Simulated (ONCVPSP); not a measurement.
**Ni: excitation energies, all-electron against ONCV**

```
Element                 : nickel (Ni)
Generator               : ONCVPSP 4.0.1
Type                    : optimised norm-conserving Vanderbilt (ONCV)
Functional              : LDA (Perdew-Wang 92)
Relativity              : scalar-relativistic
Frozen core             : [Ne]
Valence charge          : 18
Reference configuration : 3s2 3p6 3d9 4s1
Partial waves           : 3s+4s: rc 1.35 bohr, ncon 4, nbas 8, qcut 11.2 1/bohr, 2 projectors; 3p: rc 0.95 bohr, ncon 4, nbas 9, qcut 17.8 1/bohr, 2 projectors, debl 3.2 Ha; 3d: rc 0.85 bohr, ncon 4, nbas 9, qcut 17.3 1/bohr, 2 projectors, debl 3.6 Ha
Local potential         : polynomial inside 0.70 bohr (lpopt 5, dvloc0 0 Ha)
Core correction         : Teter function, fcfact 6, rcfact 1.35
```

Energies are relative to the spin-unpolarised reference configuration 3s2 3p6 3d9 4s1; without spin polarisation the order of configurations can differ from experiment.

| valence configuration | charge | ΔE all-electron (eV) | error AE − PS (meV) |
| --- | --- | --- | --- |
| 3s2 3p6 3d8 4s2 | 0 | 1.638 | +4.2 |
| 3s2 3p6 3d8 4s1 | +1 | 11.232 | +1.7 |

(1) What are ΔE and the potential's error for 3s2 3p6 3d8 4s0 4p2?

(2) What are ΔE and the potential's error for 3s2 3p6 3d8 4s0?

Levels in the configuration 3s2 3p6 3d8 4s0 4p2:

```json
{"level": "3s", "all-electron (eV)": "-114.134", "pseudo (eV)": "-114.162"}
{"level": "3p", "all-electron (eV)": "-74.898", "pseudo (eV)": "-74.910"}
{"level": "3d", "all-electron (eV)": "-12.670", "pseudo (eV)": "-12.667"}
{"level": "4p", "all-electron (eV)": "-2.940", "pseudo (eV)": "-2.940"}
```

Results:

(1) ΔE = 11.314 eV all-electron; the error (AE − PS) is +1.3 meV.

(2) ΔE = 28.886 eV all-electron; the error (AE − PS) is -0.8 meV.
